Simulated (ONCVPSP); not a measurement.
S (Z = 16), ONCV: configuration errors across variants

sulfur, optimised norm-conserving Vanderbilt (ONCV), made with ONCVPSP 4.0.1 (PBE, scalar-relativistic). Core [He], reference 2s2 2p6 3s2 3p3 (charge +1). Waves: 2s+3s: rc 0.75 bohr, ncon 5, nbas 8, qcut 21.3 1/bohr, 2 projectors; 2p+3p: rc 0.85 bohr, ncon 4, nbas 8, qcut 13.8 1/bohr, 2 projectors; d scattering state at 0.29 Ha: rc 0.75 bohr, ncon 4, nbas 7, qcut 13.1 1/bohr, local. Local part: the d channel. Core correction: none.

All-electron excitation energies from the reference (eV): (1) 2s2 2p6 3s2 3p4 -11.769; (2) 2s2 2p6 3s2 3p2 22.284; (3) 2s2 2p6 3s2 3p1 56.325; (4) 2s2 2p6 3s2 3p0 103.123.

2 further variants failed, have other tests or too few solved ones, and are left out.

Errors AE − PS in meV (a dash: test not solved or not reliable):

| change | (1) | (2) | (3) | (4) | bound ghosts | GHOST(+) flags above zero |
| --- | --- | --- | --- | --- | --- | --- |
| base | +0.4 | +1.0 | +7.0 | +24 | none | none |
| p: rc 0.84 | +0.4 | +1.0 | +7.0 | +24 | none | none |
| p: rc 1.08 | +0.9 | +0.2 | +4.0 | +14 | none | none |
| p: rc 1.2 | +1.0 | -0.2 | +2.0 | +5.9 | none | none |

(1) Give the same row for: p: rc 0.98.

Answers

(1) +0.7, +0.6, +5.7, +20; bound ghosts: none; GHOST(+) flags above zero: none.
